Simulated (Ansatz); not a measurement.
Two isomers of CH10AlNSi2: A = `C[SiH]([SiH3])[NH][AlH2]`, B = `[CH3][Al]([NH2])[SiH2][SiH3]`.

Calculated with Ansatz (gas phase, PBE0-D4/def2-TZVP geometries, no zero-point term in ΔE). CBS: MP2 limit from def2 TZ/QZ plus the TZ coupled-cluster correction, frozen cores. DFT in def2-TZVPP. B3LYP here is the variant with VWN-RPA as its local correlation; programs differ in this. Each species was taken in one conformer, which may not be the lowest.

A:

```xyz
15

C    -1.9345    0.4570   -0.6369
Si   -0.0927    0.2231   -0.3934
Si    0.7825    2.0412    0.8084
N     0.2912   -1.2652    0.4109
Al    1.2219   -2.6617   -0.1886
H    -2.1389    1.3885   -1.1715
H    -2.3531   -0.3700   -1.2160
H    -2.4572    0.4996    0.3223
H     0.5761    0.1545   -1.7240
H     2.2672    1.9603    0.8986
H     0.4235    3.3486    0.1890
H     0.2441    2.0385    2.2004
H    -0.0375   -1.3239    1.3669
H     1.7562   -2.6203   -1.6753
H     1.4512   -3.8703    0.8092
```

B:

```xyz
15

C     2.358   -0.684   -0.033
Al    0.903    0.527   -0.504
N     0.951    1.427   -2.028
Si   -1.087    0.838    0.890
Si   -2.369   -1.119    0.947
H     3.150   -0.700   -0.786
H     2.810   -0.405    0.923
H     1.988   -1.708    0.085
H     1.689    1.377   -2.712
H     0.239    2.071   -2.334
H    -0.728    1.157    2.305
H    -1.969    1.942    0.405
H    -1.543   -2.248    1.460
H    -3.575   -0.997    1.811
H    -2.817   -1.477   -0.428
```

Task: Which is lower in electronic energy at CCSD(T)/CBS, and by how much? (Estimate.)

Result: Computed: A, by 7.3 kcal/mol.

Task: Give E(B) − E(A) in kcal/mol with B2PLYP, B3LYP, HF/def2-TZVPP, PBE0-D4, CCSD/def2-TZVPP, CCSD(T)/def2-TZVPP, ωB97M-V. (An estimate is asked.)

Result: The calculation gave: B2PLYP 7.6, B3LYP 6.2, HF/def2-TZVPP 11.3, PBE0-D4 4.4, CCSD/def2-TZVPP 7.8, CCSD(T)/def2-TZVPP 7.4, ωB97M-V 8.6. None reverses the order clearly.

Largest T1 diagnostic: 0.013.

The D4 term adds +1.6 kcal/mol with B3LYP and +0.8 kcal/mol with PBE0; it sums over pairs of atoms, weighted by their polarisabilities, and B3LYP, whose exchange is more repulsive, gets the larger term. In def2-TZVPP, CCSD(T) changes the Hartree–Fock value by −3.9 kcal/mol (the triples alone add −0.4 kcal/mol) and MP2 by −2.2 kcal/mol.
